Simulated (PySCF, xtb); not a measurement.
hexa-1,2-dien-5-yne (C₆H₆), SMILES C#CCC=C=C.

GFN2-xTB run with xtb at its own geometry gives an orbital gap of 5.17 eV and a dipole moment of 0.58 D.

Geometry: ωB97X-D3(BJ)/def2-SVP. Other conformers were not sampled.

Q: What does PBE/def2-TZVP run with PySCF give? (Estimate from the structure and the level; the computed values follow.)

A: gap 5.30 eV (levels -6.30 and -1.00 eV), dipole 0.61 D.
